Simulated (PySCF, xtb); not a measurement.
Ga(H)2(nPr) (C3H9Ga), SMILES CC[CH2][GaH2]. The values are those of a single conformer.

Harmonic wavenumbers (cm⁻¹) from GFN2-xTB run with xtb at its own minimum, in rising order: 40, 115, 121, 234, 294, 374, 409, 571, 616, 716, 799, 928, 957, 1050, 1087, 1158, 1202, 1263, 1316, 1414, 1452, 1475, 1501, 1503, 1529, 1577, 2887, 2892, 2904, 2910, 3026, 3028, 3032.

What does PySCF with PBE-D3(BJ)/def2-SVP give at its own minimum? (Estimate from the structure and the level; the computed values follow.)

62, 108, 150, 253, 292, 428, 465, 612, 650, 728, 759, 883, 952, 1021, 1067, 1135, 1177, 1272, 1297, 1343, 1372, 1410, 1417, 1426, 1874, 1883, 2941, 2959, 2960, 2979, 3002, 3046, 3051. Paired by order, the mean absolute difference is 55 cm⁻¹ and the zero-point energies are 63.4 and 64.3 kcal/mol.
